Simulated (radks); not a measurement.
Isoelectronic series with 47 electrons, each ion in its NIST ground configuration. Calculated with a radial shooting solver on a logarithmic mesh with Libxc functionals: scalar-relativistic Kohn-Sham, r2SCAN, spin-polarised, spherical densities, finite nucleus; open shells are filled with parallel spins first (spin-orbit coupling, left out, can overturn this in heavy ions); meta-GGA in the generalised Kohn-Sham scheme; Fermi nuclear charge, rms radius of each element as measured or else 0.836 A^(1/3) + 0.57 fm. Total energies (hartree) and mean radii <r> (bohr) (* marks an orbital that is empty in some or all of the ions):

ion    configuration  E (hartree)  5s down*  5s up*  4d down   4d up   4p up
Ag     [Kr] 4d10 5s1  -5316.67557     3.186   3.127    1.394   1.425   1.004
Cd+    [Kr] 4d10 5s1  -5594.97848     2.648   2.635    1.257   1.277  0.9633
In2+   [Kr] 4d10 5s1  -5881.42047     2.336   2.334    1.154   1.168  0.9239
Sn3+   [Kr] 4d10 5s1  -6176.00490     2.116   2.117    1.073   1.083  0.8868
Sb4+   [Kr] 4d10 5s1  -6478.75443     1.946   1.950    1.005   1.014  0.8521
Te5+   [Kr] 4d10 5s1  -6789.69432     1.809   1.813   0.9477  0.9544  0.8197
I6+    [Kr] 4d10 5s1  -7108.86546     1.694   1.699   0.8978  0.9033  0.7895
Xe7+   [Kr] 4d10 5s1  -7436.29924     1.596   1.601   0.8538  0.8585  0.7613
Cs8+   [Kr] 4d10 5s1   -7772.0415     1.511   1.516   0.8147  0.8186  0.7351
Ba9+   [Kr] 4d10 5s1   -8116.1333     1.436   1.441   0.7795  0.7829  0.7105
La10+  [Kr] 4d10 5s1   -8468.6258     1.369   1.374   0.7476  0.7506  0.6875
Ce11+  [Kr] 4d10 5s1   -8829.5663     1.309   1.313   0.7185  0.7211  0.6660
Pr12+  [Kr] 4d10 5s1   -9199.0091     1.254   1.258   0.6918  0.6942  0.6457
Nd13+  [Kr] 4d10 5s1   -9577.0069     1.204   1.208   0.6673  0.6693  0.6266
Pm14+  [Kr] 4d10 5s1   -9963.6114     1.159   1.163   0.6445  0.6464  0.6086
Sm15+  [Kr] 4d10 4f1  -10359.1076     1.126   1.125   0.6290  0.6288  0.5942
Eu16+  [Kr] 4d10 4f1  -10763.4139     1.087   1.086   0.6091  0.6088  0.5780
Gd17+  [Kr] 4d10 4f1  -11176.5338     1.050   1.049   0.5904  0.5901  0.5627
Tb18+  [Kr] 4d10 4f1  -11598.5828     1.016   1.015   0.5729  0.5726  0.5482
Dy19+  [Kr] 4d10 4f1  -12029.5008    0.9837  0.9831   0.5565  0.5561  0.5343
Ho20+  [Kr] 4d10 4f1  -12469.5042    0.9537  0.9531   0.5410  0.5407  0.5212
